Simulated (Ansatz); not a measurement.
```xyz
8

H     1.5525    0.0000    0.4255
H     0.0000    1.5525    0.4255
H    -1.5525    0.0000    0.4255
H     0.0000   -1.5525    0.4255
H     1.5525    0.0000   -0.4255
H     0.0000    1.5525   -0.4255
H    -1.5525    0.0000   -0.4255
H     0.0000   -1.5525   -0.4255
```

Basis set: 6-31G (spherical functions). All electrons are correlated. Charge 0, multiplicity 1.

Computed with Ansatz (development build ahead of 0.2.0); each method stands on the lowest determinant of its kind that the runs found. Restricted open shells among the atoms or ions are ROHF, correlated in semicanonical orbitals with singles.

(1) Give the atomization energy at this shape (free ground-state atoms in the same class of orbitals less the molecule, no zero-point energy) of singlet H8 by RHF-MP2, RHF.

## Answers

(1)

```tsv
method	atomization energy
RHF-MP2	334.15 kcal/mol
RHF	285.27 kcal/mol
```

Caution: stretched shape with no unrestricted run beside it, a lower state can exist. Caution for RHF-MP2: bonds are stretched, where a single reference can fail.

This basis has no polarisation functions and is too small for such energies, which can lie far from measured ones in either direction.
